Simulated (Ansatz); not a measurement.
`CC[O][Ge]([CH3])([O]CC)[O]CC`, relaxed with RKS PBE-D4/def2-SVP in Ansatz from a rough embedded geometry. The force threshold is 0.03 eV/Å; the program also tests the step.

Charge 0, multiplicity 1.

Start:

```xyz
29

C     2.283    2.038    1.816
C     1.573    1.638    0.545
O     1.065    0.374    0.759
Ge    0.053   -0.154   -0.627
C     1.275   -0.235   -2.233
O    -1.208    1.085   -1.009
C    -2.116    1.045    0.090
C    -3.203    2.098   -0.122
O    -0.693   -1.746   -0.436
C     0.308   -2.617    0.094
C    -0.287   -3.994    0.285
H     2.705    3.107    1.636
H     3.156    1.439    2.017
H     1.597    2.161    2.629
H     0.766    2.362    0.325
H     2.268    1.644   -0.293
H     1.550    0.815   -2.529
H     2.151   -0.810   -2.014
H     0.710   -0.720   -3.087
H    -2.581    0.091    0.128
H    -1.551    1.322    1.017
H    -3.723    1.832   -1.074
H    -2.717    3.130   -0.192
H    -3.890    2.105    0.700
H     1.163   -2.743   -0.575
H     0.678   -2.213    1.092
H     0.471   -4.716    0.691
H    -1.171   -3.932    1.017
H    -0.631   -4.407   -0.649
```

```
         step  energy (eV)  largest force (eV/Å)  largest move (Å)
            1  -70170.7631                 2.929             0.000
            2  -70171.5292                 0.885             0.170
            3  -70171.6393                 0.394             0.113
            4  -70171.6560                 0.229             0.073
            5  -70171.6677                 0.091             0.110
            6  -70171.6697                 0.101             0.089
            7  -70171.6717                 0.019             0.046
 8 (rejected)  -70171.6644                 0.473             0.198
            9  -70171.6734                 0.033             0.085
           10  -70171.6745                 0.072             0.082
           11  -70171.6754                 0.084             0.042
           13  -70171.6773                 0.049             0.058
           15  -70171.6783                 0.046             0.051
           17  -70171.6794                 0.041             0.075
           19  -70171.6802                 0.050             0.037
           21  -70171.6814                 0.065             0.032
23 (rejected)  -70171.6827                 0.166             0.160
           25  -70171.6865                 0.085             0.098
           27  -70171.6907                 0.208             0.099
           29  -70171.6991                 0.184             0.195
           31  -70171.7036                 0.145             0.040
           33  -70171.7084                 0.095             0.121
           35  -70171.7131                 0.062             0.118
           37  -70171.7158                 0.100             0.018
           39  -70171.7178                 0.013             0.052
           41  -70171.7189                 0.024             0.075
```

End:

```xyz
29

C     2.084    1.768    2.006
C     1.615    1.645    0.565
O     1.409    0.268    0.262
Ge    0.469   -0.203   -1.202
C     1.227    0.272   -2.920
O    -1.120    0.634   -1.116
C    -1.976    0.477    0.012
C    -2.951    1.644    0.064
O     0.353   -1.980   -1.066
C     0.540   -2.690    0.160
C    -0.786   -3.094    0.792
H     2.282    2.828    2.268
H     3.016    1.188    2.160
H     1.316    1.372    2.701
H     0.678    2.234    0.415
H     2.380    2.086   -0.121
H     0.942    1.308   -3.184
H     2.330    0.183   -2.881
H     0.835   -0.424   -3.687
H    -2.539   -0.485   -0.064
H    -1.387    0.429    0.960
H    -3.538    1.698   -0.876
H    -2.409    2.605    0.184
H    -3.658    1.531    0.911
H     1.129   -3.602   -0.089
H     1.146   -2.093    0.876
H    -0.615   -3.738    1.679
H    -1.363   -2.206    1.122
H    -1.408   -3.657    0.068
```

Run time 57 s (11 threads of an AMD EPYC 7R13 on a shared host and a whole NVIDIA H100 80 GB); peak host memory 0.96 GiB.
